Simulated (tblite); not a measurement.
C8H20BN.
Atom-mapped SMILES: `[CH3:1][CH:2]([CH3:3])[C@H:4]1[CH2:5][BH2-:6][N+:7]([CH3:8])([CH3:9])[CH2:10]1` (hydrogens: H11, H12, H13 on C1; H14 on C2; H15, H16, H17 on C3; H18 on C4; H19, H20 on C5; H21, H22 on B6; H23, H24, H25 on C8; H26, H27, H28 on C9; H29, H30 on C10)

Cartesian coordinates in Å at the GFN2-xTB level; atoms count from 1:
```
atom  x, y, z in Å
C1     2.981    0.871    0.624
C2     2.024   -0.136   -0.013
C3     2.381   -1.545    0.466
C4     0.571    0.233    0.320
C5     0.118    1.571   -0.299
B6    -1.371    1.334   -0.936
N7    -1.738   -0.139   -0.289
C8    -2.311    0.020    1.044
C9    -2.666   -0.902   -1.114
C10   -0.429   -0.797   -0.214
H11    4.008    0.657    0.333
H12    2.740    1.883    0.314
H13    2.916    0.818    1.709
H14    2.149   -0.096   -1.101
H15    3.440   -1.736    0.310
H16    1.820   -2.305   -0.073
H17    2.172   -1.649    1.529
H18    0.492    0.274    1.413
H19    0.823    1.867   -1.076
H20    0.151    2.359    0.455
H21   -2.213    2.102   -0.590
H22   -1.351    1.181   -2.119
H23   -1.664    0.651    1.645
H24   -2.435   -0.950    1.535
H25   -3.281    0.506    0.964
H26   -2.246   -1.038   -2.108
H27   -2.873   -1.882   -0.672
H28   -3.598   -0.349   -1.212
H29   -0.489   -1.702    0.401
H30   -0.138   -1.073   -1.229
```

Calculated harmonic vibrations of the isolated species, GFN2-xTB (tblite), most abundant isotopes, no scaling. This tight-binding method is rough: wavenumbers can miss measured ones by several per cent, in bad cases by 10 to 20. Modes of hydrogen on boron can be 10 to 20 % off. One conformer, not necessarily the lowest.

Harmonic wavenumbers (cm⁻¹): 47.7, 85.2, 135.3, 171.8, 210.8, 229.3, 232.4, 250.0, 295.3, 305.5, 349.3, 364.9, 385.1, 425.9, 454.4, 482.8, 530.7, 580.1, 650.5, 716.1, 854.5, 882.9, 908.7, 924.4, 938.5, 948.3, 965.3, 982.2, 1004.2, 1028.8, 1039.2, 1058.4, 1079.6, 1085.1, 1113.0, 1116.0, 1139.2, 1155.2, 1179.4, 1199.9, 1232.4, 1249.3, 1261.3, 1269.3, 1276.8, 1288.1, 1299.2, 1322.3, 1337.0, 1363.8, 1406.7, 1409.0, 1421.6, 1423.6, 1461.2, 1475.8, 1477.4, 1483.0, 1497.0, 1500.1, 1501.9, 1510.6, 1517.7, 1531.3, 2430.0, 2462.6, 2906.4, 2923.2, 2926.6, 2949.1, 2953.3, 2975.1, 2983.3, 3001.6, 3018.4, 3023.1, 3024.7, 3031.2, 3031.5, 3038.2, 3038.8, 3043.2, 3053.5, 3072.2.

A = 2390, B = 801.2, C = 708.1 MHz; mass 141.169 u (most abundant isotopes); point group C1, symmetry number 1.

Problem. Zero-point energy?

Solution. ½Σν̃ = 59954 cm⁻¹ = 717.21 kJ/mol.

Problem. Entropy at 200 K, 1 bar (ideal gas, RRHO, classical rotation)?

Solution. Translation 162.29, rotation 119.92, vibration 87.09: S = 369.3 J/(mol K).

Problem. And Cp and H(200 K) − H(0)?

Solution. Cp = 143.33 J/(mol K), of which vibrations give 110.08 (their classical limit is 84 R = 698.4); H(200 K) − H(0) = 16.85 kJ/mol without the zero-point energy, 10.20 from vibrations.

Problem. Blend soft modes into free rotors: weight 1/[1 + (100 cm⁻¹/ν̃)⁴] for the oscillator and the rest for a rotor with moment μB/(μ + B), μ = h/(8π²ν), B = 10⁻⁴⁴ kg m². What vibrational entropy results?

Solution. 82.89 J/(mol K) in place of 87.09, which changes −T·S at 200 K by +0.84 kJ/mol.

Problem. What must be added to the electronic energy to get the Gibbs energy at 200 K and 1 bar?

Solution. ZPE + [H(200 K) − H(0)] − T·S = 717.21 + 16.85 − 73.86 = 660.20 kJ/mol.

Problem. How do the functions run with temperature in this model?

Solution. 
```
 T (K)  S (J/(mol K))  Cp (J/(mol K))  H − H(0) (kJ/mol)  G − H(0) (kJ/mol)  ln q(vib)
    50          246.7            52.0               2.02             -10.32       0.42
   100          292.3            84.1               5.40             -23.83       1.49
298.15          437.5           203.9              33.82             -96.63       7.44
373.15          488.6           253.5              50.97            -131.36       9.90
   500          574.0           331.3              88.20            -198.78      14.21
   750          731.6           446.0             186.36            -362.33      22.88
  1000          871.1           522.9             308.09            -563.05      31.34
```

q(vib) and H(0) count from the zero-point level.

Problem. Which modes carry the vibrational entropy at 200 K?

Solution. 47.7 cm⁻¹: 17.25; 85.2 cm⁻¹: 12.51; 135.3 cm⁻¹: 8.86; 171.8 cm⁻¹: 7.06; 210.8 cm⁻¹: 5.61; 229.3 cm⁻¹: 5.04 J/(mol K); the other 78 give 30.77 together.

Hindered rotation and anharmonicity are outside this model. Other conformers, if any are populated, would add a mixing term that is left out. The structure is chiral; the term R ln 2 for an equal mix with its mirror image is left out.

Hardware: one thread, Arm Neoverse N1 (aarch64), no GPU, shared host with 64 logical CPUs at a one-minute load of 61. Cost: 3.0 s of wall time. This covers the Hessian and the dipole derivatives.
